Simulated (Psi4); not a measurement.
C₇H₅N, charge -1, doublet (typed; the unrestricted solution is spin-contaminated), geometry from GFN2-xTB (a state made from the parent by changing its charge; the spin is typed, not shown lowest) (a gas-phase anion, which may not be bound at this level); Psi4 1.11 with HF/STO-3G.

The Psi4 input:
```
memory 2 GB

molecule mol {
-1 2
  N     3.144770    0.559628    0.021020
  C     1.988361    0.353839    0.013291
  C     0.639637    0.113827    0.004275
  C    -0.316437    1.183381    0.092675
  C    -1.655097    0.929425    0.082524
  C    -2.153095   -0.383154   -0.014392
  C    -1.231655   -1.443138   -0.101819
  C     0.112449   -1.219682   -0.094038
  H     0.055633    2.200508    0.167871
  H    -2.360355    1.755367    0.150559
  H    -3.219392   -0.572907   -0.021519
  H    -1.607749   -2.461512   -0.177083
  H     0.813498   -2.045841   -0.162061
no_reorient
}

set basis sto-3g
set reference uhf

energy('scf')
print_variables()
```

What the program printed (banner, timings and long lists left out):

```
   => Loading Basis Set <=

    Name: STO-3G
    Role: ORBITAL
    Keyword: BASIS

         ---------------------------------------------------------
                                   SCF
               by Justin Turney, Rob Parrish, Andy Simmonett
                          and Daniel G. A. Smith
                              UHF Reference
         ---------------------------------------------------------

  ==> Geometry <==

    Molecular point group: c1
    Full point group: C1

    Geometry (in Angstrom), charge = -1, multiplicity = 2:

       Center              X                  Y                   Z               Mass
    ------------   -----------------  -----------------  -----------------  -----------------
         N            3.083837715189     0.548784821582     0.020612660664    14.003074004430
         C            1.927428715189     0.342995821582     0.012883660664    12.000000000000
         C            0.578704715189     0.102983821582     0.003867660664    12.000000000000
         C           -0.377369284811     1.172537821582     0.092267660664    12.000000000000
         C           -1.716029284811     0.918581821582     0.082116660664    12.000000000000
         C           -2.214027284811    -0.393997178418    -0.014799339336    12.000000000000
         C           -1.292587284811    -1.453981178418    -0.102226339336    12.000000000000
         C            0.051516715189    -1.230525178418    -0.094445339336    12.000000000000
         H           -0.005299284811     2.189664821582     0.167463660664     1.007825032230
         H           -2.421287284811     1.744523821582     0.150151660664     1.007825032230
         H           -3.280324284811    -0.583750178418    -0.021926339336     1.007825032230
         H           -1.668681284811    -2.472355178418    -0.177490339336     1.007825032230
         H            0.752565715189    -2.056684178418    -0.162468339336     1.007825032230

  Running in c1 symmetry.

  Rotational constants: A =      0.18784  B =      0.05186  C =      0.04064 [cm^-1]
  Rotational constants: A =   5631.22499  B =   1554.59478  C =   1218.27060 [MHz]
  Nuclear repulsion =  299.658760864389535

  Charge       = -1
  Multiplicity = 2
  Electrons    = 55
  Nalpha       = 28
  Nbeta        = 27

  ==> Algorithm <==

  SCF Algorithm Type is DF.
  DIIS enabled.
  MOM disabled.
  Fractional occupation disabled.
  Guess Type is SAD.
  Energy threshold   = 1.00e-06
  Density threshold  = 1.00e-06
  Integral threshold = 1.00e-12

  ==> Primary Basis <==

  Basis Set: STO-3G
    Blend: STO-3G
    Number of shells: 29
    Number of basis functions: 45
    Number of Cartesian functions: 45
    Spherical Harmonics?: true
    Max angular momentum: 1

   => Loading Basis Set <=

    Name: (STO-3G AUX)
    Role: JKFIT
    Keyword: DF_BASIS_SCF

  ==> Integral Setup <==

  SCF_SUBTYPE=INCORE selected. In-core MEM_DF algorithm will be used.
  Using in-core AOs.

  ==> MemDFJK: Density-Fitted J/K Matrices <==

    J tasked:                   Yes
    K tasked:                   Yes
    wK tasked:                   No
    Algorithm:                 Core
    Schwarz Cutoff:           1E-12
    Mask sparsity (%):       2.2716
    Fitting Condition:        1E-10

   => Auxiliary Basis Set <=

  Basis Set: (STO-3G AUX)
    Blend: DEF2-UNIVERSAL-JKFIT
    Number of shells: 230
    Number of basis functions: 692
    Number of Cartesian functions: 816
    Spherical Harmonics?: true
    Max angular momentum: 4

  Minimum eigenvalue in the overlap matrix is 1.5956592151E-01.
  Reciprocal condition number of the overlap matrix is 6.3127511465E-02.
    Using symmetric orthogonalization.

  ==> Pre-Iterations <==

  SCF Guess: Superposition of Atomic Densities via on-the-fly atomic UHF (no occupation information).

   -------------------------
    Irrep   Nso     Nmo
   -------------------------
     A         45      45
   -------------------------
    Total      45      45
   -------------------------

  ==> Iterations <==

                           Total Energy        Delta E     RMS |[F,P]|

   @DF-UHF iter SAD:  -313.38121863092232   -3.13381e+02   0.00000e+00
   @DF-UHF iter   1:  -318.15225843747459   -4.77104e+00   8.90698e-03 ADIIS/DIIS
   @DF-UHF iter   2:  -318.19907695572823   -4.68185e-02   8.37960e-03 ADIIS/DIIS
   @DF-UHF iter   3:  -318.27596498870537   -7.68880e-02   1.16093e-03 ADIIS/DIIS
   @DF-UHF iter   4:  -318.28177294117842   -5.80795e-03   7.80905e-04 ADIIS/DIIS
   @DF-UHF iter   5:  -318.28479635755303   -3.02342e-03   5.78568e-04 ADIIS/DIIS
   @DF-UHF iter   6:  -318.28790813731831   -3.11178e-03   4.39879e-04 ADIIS/DIIS
   @DF-UHF iter   7:  -318.28992616485141   -2.01803e-03   3.75033e-04 ADIIS/DIIS
   @DF-UHF iter   8:  -318.29233158452354   -2.40542e-03   2.77366e-04 ADIIS/DIIS
   @DF-UHF iter   9:  -318.29411665437237   -1.78507e-03   1.11885e-04 ADIIS/DIIS
   @DF-UHF iter  10:  -318.29413643108887   -1.97767e-05   8.33791e-05 DIIS
   @DF-UHF iter  11:  -318.29424420528375   -1.07774e-04   4.74406e-05 DIIS
   @DF-UHF iter  12:  -318.29426370144813   -1.94962e-05   3.31024e-05 DIIS
   @DF-UHF iter  13:  -318.29427693046881   -1.32290e-05   2.49036e-05 DIIS
   @DF-UHF iter  14:  -318.29428612261665   -9.19215e-06   1.99392e-05 DIIS
   @DF-UHF iter  15:  -318.29429183100274   -5.70839e-06   1.43880e-05 DIIS
   @DF-UHF iter  16:  -318.29429618302584   -4.35202e-06   8.52780e-06 DIIS
   @DF-UHF iter  17:  -318.29429770586898   -1.52284e-06   3.33918e-06 DIIS
   @DF-UHF iter  18:  -318.29429784191757   -1.36049e-07   1.47227e-06 DIIS
   @DF-UHF iter  19:  -318.29429785656635   -1.46488e-08   4.76327e-07 DIIS
  Energy and wave function converged.

  ==> Post-Iterations <==

   @Spin Contamination Metric:   4.977324968E-01
   @S^2 Expected:                7.500000000E-01
   @S^2 Observed:                1.247732497E+00
   @S   Expected:                5.000000000E-01
   @S   Observed:                5.000000000E-01

    Orbital Energies [Eh]
    ---------------------

    Alpha Occupied:

[...]
      28A      0.113177

    Alpha Virtual:

[...]
    Beta Occupied:

[...]
    Beta Virtual:

[...]
    Final Occupation by Irrep:
              A
    DOCC [    27 ]
    SOCC [     1 ]
    NA   [    28 ]
    NB   [    27 ]

  @DF-UHF Final Energy:  -318.29429785656635

   => Energetics <=

    Nuclear Repulsion Energy =            299.6587608643895351
    One-Electron Energy =               -1039.2582632079097493
    Two-Electron Energy =                 421.3052044869539259
    Total Energy =                       -318.2942978565663452

  UHF NO Occupations:
  HONO-2 :   26  A 1.9249826
  HONO-1 :   27  A 1.8752197
  HONO-0 :   28  A 1.0000000
  LUNO+0 :   29  A 0.1247803
  LUNO+1 :   30  A 0.0750174
  LUNO+2 :   31  A 0.0261052
  LUNO+3 :   32  A 0.0248772

Computation Completed

Properties will be evaluated at   0.000000,   0.000000,   0.000000 [a0]

Properties computed using the SCF density matrix

 Multipole Moments:

 ------------------------------------------------------------------------------------
     Multipole            Electronic (a.u.)      Nuclear  (a.u.)        Total (a.u.)
 ------------------------------------------------------------------------------------

 L = 1.  Multiply by 2.5417464519 to convert [e a0] to [Debye]
 Dipole X            :          4.6202477           -6.2178422           -1.5975945
 Dipole Y            :          0.8221955           -1.1064963           -0.2843008
 Dipole Z            :          0.0308835           -0.0415614           -0.0106779
 Magnitude           :                                                    1.6227290

 ------------------------------------------------------------------------------------

  Variable Map:
  ----------------------------------------------------------------------------
[...]
  Array Variable Map:
  ----------------------------------------------------------------------------
[...]
[...]
```
